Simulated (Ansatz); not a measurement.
Mg4S4⁻, relaxed as a doublet with UKS r2SCAN-D4/def2-SVPD in Ansatz, starting from the GFN1-xTB geometry. Force threshold 0.02 eV/Å.

The charge -1 doublet is spin-contaminated (final ⟨S²⟩ up to 0.93, 0.75 for a pure state). Another isomer (doublet) lies 3.00 eV lower at PBE0-D4/def2-TZVPD; other spin states weren't run for this one.

Start:

```csv
atom,x (Å),y (Å),z (Å)
Mg1,-1.024,1.022,-2.529
Mg2,-0.286,-1.750,-2.043
Mg3,-1.648,1.135,2.938
Mg4,1.343,-0.719,0.502
S5,-0.418,1.445,0.232
S6,-1.241,-0.453,0.384
S7,1.149,1.376,1.608
S8,2.125,-2.056,-1.092
```

| step | energy (eV) | largest force component (eV/Å) | SCF passes |
| --- | --- | --- | --- |
| 1 | -65099.6613 | 1.188 | 31 |
| 2 | -65099.9294 | 0.619 | 36 |
| 3 | -65100.0081 | 0.300 | 35 |
| 4 | -65100.1588 | 0.716 | 53 |
| 5 | -65100.4386 | 1.239 | 56 |
| 6 | -65101.2616 | 1.495 | 54 |
| 7 | -65101.9116 | 1.243 | 42 |
| 8 | -65102.4881 | 0.572 | 38 |
| 9 | -65102.7010 | 0.407 | 36 |
| 10 | -65102.8271 | 0.262 | 37 |
| 11 | -65102.9279 | 0.181 | 30 |
| 12 | -65102.9773 | 0.179 | 31 |
| 13 | -65103.0118 | 0.233 | 29 |
| 14 | -65103.0383 | 0.181 | 32 |
| 15 | -65103.0480 | 0.181 | 31 |
| 16 | -65103.0571 | 0.119 | 27 |
| 17 | -65103.0666 | 0.161 | 32 |
| 18 | -65103.0741 | 0.068 | 31 |
| 19 | -65103.0761 | 0.022 | 28 |
| 20 | -65103.0764 | 0.009 | 26 |

Force components are those of the run's own axes.

End:

```xyz
8

Mg   -2.2807    0.4270   -2.4070
Mg    0.2447   -0.8488   -1.8818
Mg   -0.6667    1.4753    1.9491
Mg    1.3166   -0.7729    0.9792
S    -0.5060    1.4655   -0.7603
S    -1.4202   -0.3182    0.1057
S     1.2048    0.4357    2.9506
S     2.1074   -1.8636   -0.9355
```

Bonds lost: Mg4–S5, S5–S7 (atoms count from 1). Bonds formed: Mg1–S6, Mg2–S5 (atoms count from 1). Metal–metal contacts that move far: Mg3–Mg4 4.28 to 3.15 Å.

No frequencies were taken in this run, so the end may be a saddle point.

Hardware: 4 threads of Arm Neoverse V2 on a shared host. Wall time 4.1 min.
